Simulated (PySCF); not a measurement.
## SnF₃, doublet: computed properties

These are results of UPBE0/[Sn def2-TZVP with ECP28, F def2-TZVP], scalar-relativistic core potentials, density fitting, no spin–orbit coupling, PySCF, not measurements.

The structure is a saddle point with 1 imaginary mode.

```json
{
  "Point group": "D3h",
  "Bond lengths": "Sn–F 1.949 Å (×3)",
  "Bond angles": "F–Sn–F 120.0° (×3)",
  "Atomisation energy without zero-point energy": "1164 kJ/mol",
  "Rotational constants": "0.1557, 0.1557, 0.07785 cm⁻¹",
  "Principal polarisabilities": "37.3, 40.5, 40.5 bohr³",
  "Spin squared ⟨S²⟩": "0.755",
  "Highest occupied level (α)": "-7.54 eV",
  "Lowest empty level (β)": "-4.73 eV",
  "Principal quadrupole moments (Buckingham, traceless) about the centre of mass": "-5.87, -5.87, 11.74 D Å",
  "Zero-point energy (real modes)": "10.6 kJ/mol",
  "Dipole moment": "0.00 D"
}
```

Harmonic modes (masses in u: Sn 119.902, F 18.998):
```csv
symmetry,ω (cm⁻¹),"IR (km/mol, summed over degenerate members)",type
a2'',231i,–,bend
e',59,12.3,bend
a1',538,0.0,stretch
e',562,273,stretch
```

In D3h the vibrations span a2'' + 2e' + a1'. The a1' mode carries no infrared intensity, as symmetry demands.

Charges (e):
```
  atom  Mulliken  Löwdin  polar tensor  spin (Mulliken)  Mayer order to Sn1
   Sn1      1.30    0.80          1.50             0.60                   –
F2,3,4     -0.43   -0.27         -0.50             0.13                0.82
```

Mulliken populations on Sn1 (electrons outside its core potential): s 3.53, p 6.75, d 10.30, f 0.13.

Only a few start shapes were tried, so a lower isomer may exist. At this level a doublet minimum of C3v symmetry lies 68 kJ/mol below this structure. Spin–orbit coupling, left out here, can matter for elements this heavy.

The final relaxation and frequency run took 20 s on 4 threads of a shared AMD EPYC 9R45 96-Core (Zen 5) host, with 143 basis functions and 8 gradients; the process peaked at 1.5 GiB. Launch command: `OMP_NUM_THREADS=4 python axn.py task.json out`.
